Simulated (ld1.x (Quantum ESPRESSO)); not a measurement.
**Transferability test, TM potential for rhodium**

rhodium (Rh), norm-conserving Troullier–Martins (Kleinman–Bylander form), made with ld1.x (Quantum ESPRESSO) 7.5 (PBE, scalar-relativistic). Core [Kr], reference 4d7 5s0 5p0 (charge +2). Waves: 5p (bound, empty): rc 2.95 bohr; 4d (bound): rc 1.45 bohr; 5s (bound, empty): rc 1.70 bohr. Local part: the s channel. Core correction: none.

Energies are relative to the spin-unpolarised reference configuration 4d7 5s0 5p0; without spin polarisation the order of configurations can differ from experiment.

```
valence configuration  charge  ΔE all-electron (eV)  error AE − PS (meV)
          4d8 5s1 5p0       0               -26.971                  +84
          4d8 5s0 5p0      +1               -19.511                  -67
          4d6 5s0 5p0      +3                32.505                 -130
          4d5 5s0 5p0      +4                79.451                 -599
          4d7 5s1 5p1       0               -20.352                 +101
        4d8 5s0.5 5p0    +0.5               -24.052                 +6.2
```

Problem. What are ΔE and the potential's error for 4d7 5s2 5p0?

Solution. ΔE = -24.492 eV all-electron; the error (AE − PS) is +167 meV.

These tests converged, but a pseudo level misses the all-electron one widely, so the file describes the atom poorly there or has found another state: 4d5 5s0 5p0: empty 5s by 4.5 eV (a node warning on the way).

Note: ghost state, extra bound levels that the all-electron valence spectrum of the same l lacks: s at -11.2 eV. A true bound ghost makes a file unfit for plane-wave use.
